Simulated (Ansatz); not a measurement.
Consider the ligand exchange at a Ge–N bond: `B[NH][GeH3]` + `OC[TeH]` → `[GeH3][O]C[TeH]` + `BN`.

Calculated with Ansatz (gas phase, PBE0-D4/def2-TZVP geometries, no zero-point term in ΔE). CCSD(T)/CBS adds triple-zeta CCSD(T) − MP2 to the extrapolated MP2 energy (def2 sets, frozen cores). This one scheme is used for every species. DFT in def2-TZVPP. Elements past krypton have def2 core potentials. For Ge, Te outer-core shells are correlated without core-valence functions, which leaves a few kJ/mol of doubt a bond. Scalar relativity is left out up to krypton. Each species was taken in one conformer, which may not be the lowest.

`B[NH][GeH3]`:

Cartesian coordinates in Å:
```
B -0.358 0.006 1.550
N 0.275 -0.487 0.413
Ge 0.142 0.204 -1.302
H -1.067 0.969 1.454
H -0.187 -0.537 2.606
H 0.868 -1.298 0.517
H 1.543 0.612 -1.790
H -0.793 1.411 -1.211
H -0.422 -0.878 -2.238
```

`OC[TeH]`:

Cartesian coordinates in Å:
```
O -0.367 0.632 -1.288
C 0.421 -0.089 -0.402
Te -0.674 -1.311 1.030
H -0.954 1.208 -0.790
H 1.089 0.532 0.200
H 1.014 -0.790 -0.987
H -0.529 -0.183 2.237
```

`[GeH3][O]C[TeH]`:

Cartesian coordinates in Å:
```
Ge 1.134 -0.625 -1.222
O -0.407 -0.009 -0.549
C -0.541 0.034 0.833
Te -2.453 0.837 1.416
H 2.280 0.267 -0.709
H 0.952 -0.532 -2.738
H 1.334 -2.074 -0.740
H 0.214 0.665 1.317
H -0.516 -0.960 1.297
H -1.997 2.397 1.096
```

`BN`:

Z-matrix (Å, degrees):
```
B
N 1 1.385
H 1 1.197 2 119.0
H 1 1.197 2 119.0 3 -180.0
H 2 1.006 1 123.2 3 -0.0
H 2 1.006 1 123.2 3 180.0
```

| level | ΔE (kJ/mol) | difference from CCSD(T)/CBS |
| --- | --- | --- |
| PBE0-D4 | -17.4 | 1.2 |
| ωB97X-V | -21.3 | -2.7 |
| ωB97M-V | -20.2 | -1.6 |
| B2PLYP | -21.7 | -3.1 |
| r2SCAN | -19.6 | -1.0 |
| MP2/def2-TZVPP | -20.1 | -1.5 |
| SCS-MP2/def2-TZVPP | -21.2 | -2.6 |
| CCSD(T)/def2-TZVPP | -18.8 | -0.2 |
| HF/def2-QZVPP | -24.5 | -5.9 |
| HF/CBS(def2) | -24.7 | -6.1 |
| CCSD(T)/CBS | -18.6 | 0 |

Largest T1 diagnostic among the species: 0.013.

In def2-TZVPP, CCSD(T) changes the Hartree–Fock value by +4.6 kJ/mol (the triples alone add +0.2 kJ/mol) and MP2 by +3.3 kJ/mol.
